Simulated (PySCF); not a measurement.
Geometries of 2 isomers of C2H8SeSi, from PBE0-D3(BJ)/def2-SVP geometry optimisation, gas phase (PySCF). One conformer each, no zero-point energy, no frequencies.

Task: Which is lower in electronic energy at this level?
A.
```xyz
12
angstrom
C      0.799    1.429   -0.077
Si     0.143   -0.189    0.611
C     -1.503   -0.632   -0.174
Se     1.680   -1.876    0.341
H      0.068    2.241    0.068
H      0.999    1.339   -1.156
H      1.738    1.710    0.422
H      0.008   -0.112    2.098
H     -2.248    0.155    0.031
H     -1.886   -1.585    0.222
H     -1.402   -0.728   -1.266
H      1.642   -1.780   -1.129
```
B.
```xyz
12
angstrom
C     -1.554    0.198    0.281
C     -0.148    0.650   -0.105
Si     1.197   -0.520    0.500
Se     3.293    0.150   -0.130
H     -1.790   -0.796   -0.131
H     -2.320    0.896   -0.092
H     -1.676    0.135    1.375
H     -0.053    0.738   -1.201
H      0.074    1.651    0.301
H      0.923   -1.906    0.007
H      1.260   -0.542    1.993
H      3.007   -0.031   -1.563
```

Result: A. That is `C[SiH](C)[SeH]`, 11.9 kcal/mol below the other.

```json
{"SMILES": "C[SiH](C)[SeH]", "atoms numbered as above": "[CH3:1][SiH:2]([CH3:3])[SeH:4]", "E (Eh)": "-2771.18065", "relative (kcal/mol)": "0.0", "relative (kJ/mol)": "0.0", "dipole (D)": "2.05"}
{"SMILES": "CC[SiH2][SeH]", "atoms numbered as above": "[CH3:1][CH2:2][SiH2:3][SeH:4]", "E (Eh)": "-2771.16163", "relative (kcal/mol)": "11.9", "relative (kJ/mol)": "49.9", "dipole (D)": "1.77"}
```
